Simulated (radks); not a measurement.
Problem. These are the eigenvalues of the occupied orbitals of an atom or ion with whole-number occupations (eV). Method: scalar-relativistic Kohn-Sham, PBE, spin-unpolarised, spherical densities, finite nucleus; Fermi nuclear charge, rms radius of each element as measured or else 0.836 A^(1/3) + 0.57 fm; computed with a radial shooting solver on a logarithmic mesh with Libxc functionals.

| orbital | eigenvalue |
|---|---|
| 1s | -18817.52 |
| 2s | -2640.402 |
| 2p | -2358.686 |
| 3s | -448.5227 |
| 3p | -356.4229 |
| 3d | -205.8818 |
| 4s | -67.8073 |
| 4p | -43.8058 |
| 4d | -11.4018 |
| 5s | -10.4995 |

Which element is it, and in what charge state? The configuration may be excited.

Solution. Z = 41, niobium, charge +1: Nb+ in [Kr] 4d3 5s1. The list shows which subshells hold electrons but not how many an open one holds; the 1s level, -691.53 hartree, gives Z - s = 37.2 by -(Z - s)^2/2, which with screening and relativity narrows Z to a few neighbours, and the depths of the outer levels then fix element, charge and occupations together.
